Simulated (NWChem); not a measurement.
System: C2H3ClO2Si; SMILES [Si@H]1(COC1=O)Cl

Here is an NWChem input.

```
start job
memory heap 200 mb stack 900 mb global 1100 mb
geometry units angstroms noautosym nocenter noautoz
  O      1.611110    -1.922448     0.091566
  C      0.591386    -1.302121    -0.003683
  O     -0.657236    -1.774363     0.407529
  C     -1.586282    -0.667331     0.167112
  Si    -0.195839     0.376657    -0.627504
  Cl     0.345251     2.139815     0.318108
  H     -2.415994    -1.005044    -0.486155
  H     -1.996424    -0.293916     1.127002
  H     -0.252181     0.633826    -2.105109
end
basis spherical
  * library sto-3g
end
dft
  xc b3lyp
  iterations 150
end
property
  response 1 0.0773
end
task dft property
```

Output (shortened):

```
             Northwest Computational Chemistry Package (NWChem) 7.3.0
             --------------------------------------------------------

                             Geometry "geometry" -> ""
                             -------------------------

 Output coordinates in angstroms (scale by  1.889725989 to convert to a.u.)

  No.       Tag          Charge          X              Y              Z
 ---- ---------------- ---------- -------------- -------------- --------------
    1 O                    8.0000     1.61111000    -1.92244800     0.09156600
    2 C                    6.0000     0.59138600    -1.30212100    -0.00368300
    3 O                    8.0000    -0.65723600    -1.77436300     0.40752900
    4 C                    6.0000    -1.58628200    -0.66733100     0.16711200
    5 Si                  14.0000    -0.19583900     0.37665700    -0.62750400
    6 Cl                  17.0000     0.34525100     2.13981500     0.31810800
    7 H                    1.0000    -2.41599400    -1.00504400    -0.48615500
    8 H                    1.0000    -1.99642400    -0.29391600     1.12700200
    9 H                    1.0000    -0.25218100     0.63382600    -2.10510900

 Effective nuclear repulsion energy (a.u.)     341.4760490094

                              NWChem Property Module
                              ----------------------

                                 NWChem DFT Module
                                 -----------------

 Summary of "ao basis" -> "ao basis" (spherical)
 ------------------------------------------------------------------------------
       Tag                 Description            Shells   Functions and Types
 ---------------- ------------------------------  ------  ---------------------
 O                           sto-3g                  3        5   2s1p
 C                           sto-3g                  3        5   2s1p
 Si                          sto-3g                  5        9   3s2p
 Cl                          sto-3g                  5        9   3s2p
 H                           sto-3g                  1        1   1s

            General Information
            -------------------
          SCF calculation type: DFT
          Wavefunction type:  closed shell.
          No. of atoms     :     9
          No. of electrons :    62
           Alpha electrons :    31
            Beta electrons :    31
          Charge           :     0
          Spin multiplicity:     1
          Use of symmetry is: off; symmetry adaption is: off
          Maximum number of iterations: 150
          AO basis - number of functions:    41
                     number of shells:    25
          Convergence on energy requested:  1.00D-06
          Convergence on density requested:  1.00D-05
          Convergence on gradient requested:  5.00D-04

              XC Information
              --------------
                         B3LYP Method XC Potential
                     Hartree-Fock (Exact) Exchange  0.200
                        Slater Exchange Functional  0.800 local
                    Becke 1988 Exchange Functional  0.720 non-local
              Lee-Yang-Parr Correlation Functional  0.810
                  VWN I RPA Correlation Functional  0.190 local

             Grid Information
             ----------------
          Grid used for XC integration:  medium
          Radial quadrature: Mura-Knowles
          Angular quadrature: Lebedev.
          Tag              B.-S. Rad. Rad. Pts. Rad. Cut. Ang. Pts.
          ---              ---------- --------- --------- ---------
          O                   0.60       49          10.0       434
          C                   0.70       49           8.0       434
          Si                  1.10       88           8.0       590
          Cl                  1.00       88          11.0       590
          H                   0.35       45          10.0       434
          Grid pruning is: on
          Number of quadrature shells:   507
          Spatial weights used:  Erf1

      Superposition of Atomic Density Guess
      -------------------------------------

 Sum of atomic energies:        -963.31433046

      Non-variational initial energy
      ------------------------------

 Total energy =    -963.868495
 1-e energy   =   -2020.496430
 2-e energy   =     715.151886
 HOMO         =      -0.113282
 LUMO         =       0.226564

   convergence    iter        energy       DeltaE   RMS-Dens  Diis-err
 ---------------- ----- ----------------- --------- --------- ---------
 d= 0,ls=0.0,diis     1   -966.5047575367 -1.31D+03  9.76D-02  1.57D+00
 d= 0,ls=0.0,diis     2   -965.2217780687  1.28D+00  7.70D-02  1.13D+01
 d= 0,ls=0.0,diis     3   -966.7292908129 -1.51D+00  1.94D-02  3.59D-01
 d= 0,ls=0.0,diis     4   -966.7712399646 -4.19D-02  7.26D-03  8.78D-02
 d= 0,ls=0.0,diis     5   -966.7842047343 -1.30D-02  2.13D-03  1.78D-03
  Resetting Diis
 d= 0,ls=0.0,diis     6   -966.7846601397 -4.55D-04  2.93D-04  9.48D-05
 d= 0,ls=0.0,diis     7   -966.7846728033 -1.27D-05  2.01D-04  1.16D-05
 d= 0,ls=0.0,diis     8   -966.7846725980  2.05D-07  1.05D-04  1.45D-05
 d= 0,ls=0.0,diis     9   -966.7846748368 -2.24D-06  2.69D-05  1.44D-06
 d= 0,ls=0.0,diis    10   -966.7846750479 -2.11D-07  5.25D-06  2.43D-08

[...]

 DFT Linear Response polarizability / au
 Frequency  =       0.0773000 / au
 Wavelength =     589.4353558 / nm
              X              Y              Z
 -----------------------------------------------
 X      32.1815865      0.5318101      0.0259906
 Y       0.5318151     42.0216488     -0.0370265
 Z       0.0259957     -0.0370342     22.7580672
 -----------------------------------------------
 Eigenvalues =      32.1530112     42.0503729     22.7579185
 Isotropic   =      32.3204342
 Anisotropic =      16.7096428
 -----------------------------------------------

 Magnetic Dipole Response Matrix (nonzero elements):
```

Level: B3LYP/STO-3G. STO-3G and 3-21G are far too small for this property and stand as cheap habits. The geometry was optimised at PBE-D3(BJ)/def2-SVP.
